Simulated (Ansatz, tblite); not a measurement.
Forces on Be₅Se₅ at its PBE-D4/def2-SVP geometry. Total charge 0; singlet.

The xTB rows come from tblite. HSE06 is defined as in plane-wave codes, on full-range PBE exchange. The structure comes from a short search, and lower isomers may exist.

GFN1-xTB (tblite), largest force 0.67 eV/Å:

```xyz
10
positions Å, forces eV/Å
Be    1.993    0.397    1.022    0.362    0.234    0.269
Be   -1.114    0.368    1.129   -0.294    0.365    0.480
Be    0.830   -1.266   -0.312    0.146   -0.361   -0.126
Be   -0.315    1.371   -0.820   -0.058    0.661   -0.097
Be   -1.521   -0.641   -0.954   -0.533   -0.234   -0.339
Se    0.229   -0.234   -2.194    0.030   -0.112    0.032
Se    0.545    1.880    1.191   -0.104   -0.208   -0.150
Se   -1.011   -1.791    0.830    0.073   -0.056   -0.076
Se    2.825   -1.323    0.478    0.247   -0.174    0.012
Se   -2.461    1.239   -0.371    0.131   -0.114   -0.005
```

GFN2-xTB (tblite), largest force 0.66 eV/Å:

```
Be 0.532 -0.249 0.090
Be -0.318 0.269 0.162
Be 0.559 -0.356 0.046
Be -0.230 0.379 -0.053
Be -0.255 -0.079 -0.145
Se -0.089 -0.001 0.245
Se 0.181 -0.426 -0.145
Se 0.071 0.201 -0.149
Se -0.246 0.324 0.066
Se -0.205 -0.061 -0.116
```

HSE06-D4/def2-TZVP (Ansatz), largest force 0.43 eV/Å:

```
Be 0.043 -0.050 -0.008
Be -0.033 0.013 -0.237
Be 0.013 -0.024 -0.008
Be -0.165 -0.153 0.084
Be 0.151 0.169 0.148
Se -0.147 0.037 0.371
Se -0.030 -0.308 -0.171
Se 0.088 0.332 -0.204
Se -0.282 0.209 -0.008
Se 0.362 -0.226 0.032
```
